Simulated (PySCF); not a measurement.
3-methylsulfanylbuta-1,2-diene (C5H8S), SMILES C=C=C(C)SC. Coordinates come from a PBE0-D3(BJ)/def2-SVP optimisation. One conformer was computed; it need not be the lowest.

Give the equilibrium geometry at PBE0-D3(BJ)/def2-SVP (PySCF confirms it by a frequency run) as bond lengths and angles. (The exact figures need the calculation; the answer reports its results.)

Several could match; the one computed here: 
Atoms: C1 C2 C3 C4 S5 C6 H7 H8 H9 H10 H11 H12 H13 H14. Bonded distances (Å): C1–C2 1.308, C1–H7 1.096, C1–H8 1.096, C2–C3 1.314, C3–C4 1.501, C3–S5 1.783, C4–H9 1.102, C4–H10 1.099, C4–H11 1.101, S5–C6 1.810, C6–H12 1.100, C6–H13 1.099, C6–H14 1.100. Angles (°): C2–C1–H7 121.3, C2–C1–H8 121.3, H7–C1–H8 117.4, C1–C2–C3 178.8, C2–C3–C4 123.9, C2–C3–S5 117.2, C4–C3–S5 118.8, C3–C4–H9 111.1, C3–C4–H10 110.9, C3–C4–H11 110.2, H9–C4–H10 107.9, H9–C4–H11 107.4, H10–C4–H11 109.1, C3–S5–C6 101.4, S5–C6–H12 111.2, S5–C6–H13 106.0, S5–C6–H14 112.3, H12–C6–H13 108.8, H12–C6–H14 110.0, H13–C6–H14 108.4.
